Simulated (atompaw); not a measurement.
## How hard is this Mo (Z = 42) PAW (atompaw) potential?

molybdenum, PAW, made with atompaw 4.2.0.5 (PBE, scalar-relativistic). Core [Kr], reference 4d5 5s0 5p0 (charge +1). Waves: 5s (bound, empty): rc 2.70 bohr; 5s channel at 0.25 Ry: rc 2.35 bohr; 5p (bound, empty): rc 2.70 bohr; 5p channel at 2.8 Ry: rc 2.70 bohr; 4d (bound): rc 2.70 bohr; 4d channel at 1.15 Ry: rc 2.70 bohr. Local part: vpsmatchnc scheme with l = 3 at 1 Ry, radius 2.55 bohr. Core correction: smooth core density matched at 2.50 bohr. Augmentation charge: sinc compensation charge, radius 2.55 bohr; PAW radius 2.70 bohr; waves and projectors: custom polynom gramschmidtortho.

The pseudo-atom Hamiltonian at the reference potential is diagonalised in spherical Bessel functions j_l(qr) that vanish at 20 bohr, with q² up to the cutoff. All-electron valence levels (Ry): 5s -0.7224, 5p -0.4342, 4d -0.7654.

Question: How do the lowest levels (Ry) of each channel move with the cutoff, and are there ghosts?

Answer:

| cutoff (Ry) | s #1 | s #2 | s #3 | p #1 | p #2 | d #1 | d #2 | f #1 | f #2 | Σ f·Δε (mRy) |
| --- | --- | --- | --- | --- | --- | --- | --- | --- | --- | --- |
| 8 | -2.3390 | -0.7221 | -0.2061 | -0.4361 | -0.1347 | -0.7165 | -0.1501 | -0.0570 | 0.0372 | 244.5 |
| 10 | -2.6729 | -0.7222 | -0.2063 | -2.0179 | -0.4340 | -0.7574 | -0.1523 | -0.0571 | 0.0371 | 40.2 |
| 15 | -2.7570 | -0.7223 | -0.2063 | -3.9972 | -0.4341 | -0.7644 | -0.1526 | -0.0571 | 0.0369 | 5.1 |
| 18 | -2.7753 | -0.7224 | -0.2064 | -4.1973 | -0.4341 | -0.7649 | -0.1527 | -0.0571 | 0.0369 | 2.8 |
| 25 | -2.7994 | -0.7224 | -0.2064 | -4.4114 | -0.4342 | -0.7654 | -0.1527 | -0.0571 | 0.0368 | 0.3 |
| 30 | -2.8012 | -0.7224 | -0.2064 | -4.4652 | -0.4342 | -0.7654 | -0.1527 | -0.0571 | 0.0368 | 0.2 |
| 400 | -2.8024 | -0.7224 | -0.2064 | -4.5156 | -0.4342 | -0.7654 | -0.1527 | -0.0571 | 0.0368 | 0.0 |

Result: ghost states, extra bound levels that the all-electron valence spectrum of the same l lacks: p at -61.4 eV, s at -38.1 eV (a true bound ghost makes a file unfit for plane-wave use); 10 mRy is reached at 12 Ry and 1 mRy at 21 Ry.
